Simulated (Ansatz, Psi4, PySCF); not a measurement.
C2H3O, doublet, geometry from GFN2-xTB. Base run: PBE/6-31G** run with PySCF.

Input for PySCF:
```python
from pyscf import gto, scf, dft

mol = gto.Mole()
mol.atom = '''
    O     1.10060237    0.24623812   -0.40163761
    C     0.04080672    0.35782363    0.20588499
    H    -0.13643991    1.23632292    0.85189864
    C    -1.01342987   -0.57729769    0.14786655
    H    -1.92306138   -0.43095485    0.70132559
    H    -0.90957881   -1.45842865   -0.46263256
'''
mol.basis = '6-31g**'
mol.spin = 1
mol.verbose = 4
mol.build()

mf = dft.UKS(mol)
mf.xc = 'pbe'
mf.kernel()
```

The same geometry, method and basis name were run in Ansatz (a program for electronic structure) and Psi4 and PySCF, at each program's defaults and at the settings that a row names. The base is PySCF at its defaults. Differences at the defaults can come from grids, fitting, cores and function types together.

| code and settings | ΔE vs base (mEh) | basis functions | E (Eh) | SCF cycles | dipole (D) |
|---|---|---|---|---|---|
| PySCF, defaults (exact integrals, its default grid, spherical functions) | 0.000 | 57 | -152.98474 | 12 | 2.64 |
| Psi4, defaults (density fitting with its default set, its default grid, Cartesian functions) | -3.228 | 60 | -152.98797 | 11 | 2.65 |
| Ansatz, defaults (factorised integrals, its default grid, Cartesian functions) | -3.202 | 60 | -152.98794 | - | - |
| PySCF, density fitting with def2-universal-jkfit | -0.056 | 57 | -152.98480 | 12 | 2.64 |
| PySCF, fine grid | 0.001 | 57 | -152.98474 | 12 | 2.64 |
| Psi4, exact integrals, spherical functions, fine grid | 0.001 | 57 | -152.98474 | 13 | 2.64 |
| Ansatz, high accuracy, Cartesian functions as the basis file defines them | -3.201 | 60 | -152.98794 | - | - |

Open shells are given as the SCF converged; they aren't shown to be the lowest states, and a large step between rows can be another state.
